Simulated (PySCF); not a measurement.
Ligand exchange on a metal centre used in film growth or etching (Ta Cl-F). Isolated molecules, 0 K electronic values unless said otherwise.

The charge on the central atom (Mulliken) from two functionals at the same geometries (PBE-D3(BJ)/def2-SVP), both in PySCF: PBE-D3(BJ)/def2-TZVP and TPSSh-D3(BJ)/def2-TZVP. 

```
species                                  PBE-D3(BJ)/def2-TZVP (e)
---------------------------------------  ------------------------
0 of 5 Cl replaced by F ([Ta(Cl)5])                          1.00
1 of 5 Cl replaced by F ([Ta(Cl)4(F)])                       1.12
2 of 5 Cl replaced by F ([Ta(Cl)3(F)2])                      1.23
3 of 5 Cl replaced by F                                      1.35
4 of 5 Cl replaced by F ([Ta(Cl)(F)4])                       1.44
5 of 5 Cl replaced by F ([Ta(F)5])                           1.57
```

Problem. What does TPSSh-D3(BJ)/def2-TZVP give for each?

Solution. 
- 0 of 5 Cl replaced by F ([Ta(Cl)5]): 1.20
- 1 of 5 Cl replaced by F ([Ta(Cl)4(F)]): 1.32
- 2 of 5 Cl replaced by F ([Ta(Cl)3(F)2]): 1.43
- 3 of 5 Cl replaced by F: 1.54
- 4 of 5 Cl replaced by F ([Ta(Cl)(F)4]): 1.63
- 5 of 5 Cl replaced by F ([Ta(F)5]): 1.76
Over these rows, drawn at random from the members with no instability flagged (it was tested for open shells, ions and some series alone), PBE minus TPSSh-D3(BJ): mean -0.19 e, from -0.20 e to -0.19 e.
